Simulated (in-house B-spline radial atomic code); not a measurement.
A run on Nb⁻ that did not converge. Method: scalar-relativistic (X2C) r2SCAN0, spin-polarised, spherical fractional occupations, exact exchange averaged over the configuration, Fermi nucleus of rms radius 4.324 fm; computed with an all-electron radial atomic-structure program (B-spline basis).

Command:
```bash
python run_scf.py task.json out
```
Settings (nuclear radius in fm, mass in u):
```
Z                41
configuration    [Kr] 4d4 5s2
hamiltonian      x2c
method           r2scan0
spin_polarised   True
nucleus          fermi
rms_radius       4.324
atomic_mass      92.90637
speed_of_light   137.035999084
exact_exchange   averaged over the configuration
```

First and last ten iterations of the last attempt (damped for 15 steps, keeping 80 % of the old Fock matrix, then DIIS):
```
 iter        energy (Eh)    residual
    1       -3819.346618    7.68e-02
    2       -3811.325318    8.85e-02
    3       -3813.120183    9.29e-02
    4       -3818.894296    8.77e-02
    5       -3819.133287    6.22e-02
    6       -3819.256162    4.22e-02
    7       -3819.317763    2.96e-02
    8       -3819.348105    2.11e-02
    9       -3819.363071    1.50e-02
   10       -3818.957890    8.46e-02
  111       -3818.302995    1.67e-01
  112       -3818.889543    9.20e-02
  113       -3819.208315    4.17e-02
  114       -3819.360162    1.38e-02
  115       -3819.380312    6.40e-03
  116       -3819.383087    1.87e-03
  117       -3816.007298    8.63e-02
  118       -3819.383174    1.23e-03
  119       -3812.046860    1.04e-01
  120       -3812.041392    1.04e-01
 not converged after 120 iterations
```

The smallest residual met was 9.6e-04; the threshold is about 4e-07. No energy from this run should be used. Cost of the run: 9.8 s on 1 thread of Arm Neoverse N1, with other jobs on the host.
